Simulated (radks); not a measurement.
Q: These are the eigenvalues of the occupied orbitals of an atom or ion with whole-number occupations (hartree). Method: Dirac Kohn-Sham, LB94 model potential, spin-unpolarised, spherical densities, finite nucleus; Fermi nuclear charge, rms radius of each element as measured or else 0.836 A^(1/3) + 0.57 fm; computed with a radial shooting solver on a logarithmic mesh with Libxc functionals.

orbital  eigenvalue
1s1/2     -3341.129
2s1/2     -605.8591
2p1/2     -583.1087
2p3/2     -497.2244
3s1/2     -151.3937
3p1/2     -140.9357
3p3/2     -121.7229
3d3/2     -104.3513
3d5/2     -100.2689
4s1/2     -39.65310
4p1/2     -35.09216
4p3/2     -30.38132
4d3/2     -22.88968
4d5/2     -22.00587
4f5/2     -12.27995
4f7/2     -12.07308
5s1/2     -12.02768
5p1/2     -10.38733
5p3/2      -9.37355
5d3/2      -6.94611
5d5/2      -6.79504

Which element is it, and in what charge state? The configuration may be excited. Open shells, if any, fill j = l - 1/2 first.

A: Z = 83, bismuth, charge +10: Bi10+ in [Xe] 4f14 5d5. The list shows which subshells hold electrons but not how many an open one holds; the 1s level, -3341.1 hartree, gives Z - s = 81.7 by -(Z - s)^2/2, which with screening and relativity narrows Z to a few neighbours, and the depths of the outer levels then fix element, charge and occupations together.
